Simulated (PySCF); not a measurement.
The complex [Ti(H2O)2]2+ (charge +2) contains Ti(II), shell d2. The structure is a model geometry with rigid ligands and bond lengths from ionic radii, not a minimum; coordination linear, point group D2h, metal–donor distances 1.98 Å.

The d shell alone is too small an active space for [Ti(H2O)2]2+ (an active orbital has only 0.70 squared overlap with the free ion's shell): its levels, fitted parameters, g values and moments show what this model gives and aren't sound predictions.

```
7

Ti    0.000    0.000    0.000
O     0.000    0.000    1.980
H     0.775    0.000    2.555
H    -0.775    0.000    2.555
O     0.000    0.000   -1.980
H     0.775    0.000   -2.555
H    -0.775    0.000   -2.555
```

Method (PySCF 2.14, density fitting): CASSCF(2,5) with orbitals averaged over all microstates of the shell, strongly contracted NEVPT2 on the averaged canonical orbitals; basis x2c-TZVPall on the metal, x2c-SVPall elsewhere; spin-free X2C; gas phase; spin-orbit coupling by state interaction with the mean-field operator over all roots.

Q: What is the ground state?

A: 3B3g (S = 1, orbital degeneracy 1), orbital occupations from the lowest 0.1 0.9 0.9 0.1 0.0, by NEVPT2, but only 4 cm⁻¹ below 3B2g, which doesn't decide their order.

Q: List the excited states of the same spin.

A: By NEVPT2, the lowest six: 3B2g at 4 cm⁻¹; 3B1g at 1700 cm⁻¹; 3Ag at 3496 cm⁻¹; 3B1g at 3594 cm⁻¹; 3B2g at 4095 cm⁻¹; 3B3g at 4237 cm⁻¹. All are electric-dipole forbidden at this geometry.

Q: Which is the lowest state of another spin?

A: 1Ag at 7723 cm⁻¹ by NEVPT2; CASSCF alone puts it at 9846 cm⁻¹ above the same ground state.

Q: What ligand-field parameters describe the result?

A: At CASSCF level (the NEVPT2 levels don't fit a ligand-field model well): orbital energies 0, 58, 2599, 6408, 7897 cm⁻¹; B = 758 cm⁻¹; C = 3199 cm⁻¹; B over its free-ion value at the same level 0.853; the fit misses the states by 633 cm⁻¹ rms, so splittings below that are unsure; ζ = 111 cm⁻¹ (free ion 123).

Q: What are the magnetic parameters?

A: Degenerate or low-lying orbital states mix with the ground state, so no spin-only Hamiltonian applies. The lowest spin-orbit level is 1-fold; the next lies at 3.4 cm⁻¹. The two lowest states form a pseudo-doublet split by 3.369 cm⁻¹ with g_z = 1.35. μeff is 3.18 μB at 300 K and 0.89 μB at 10 K; the spin-only value is 2.83 μB.

The geometry is a model, and the complex may not exist in this form. 3B2g (4 cm⁻¹) lies within 300 cm⁻¹ of 3B3g at NEVPT2 level, inside the method's error: their order is undecided, and g values and low-temperature moments can hang on it.

The job took 2.7 s on one thread of Arm Neoverse V2 (shared host), with 96 basis functions, launched as `OMP_NUM_THREADS=1 python lf_run.py task.json out`.
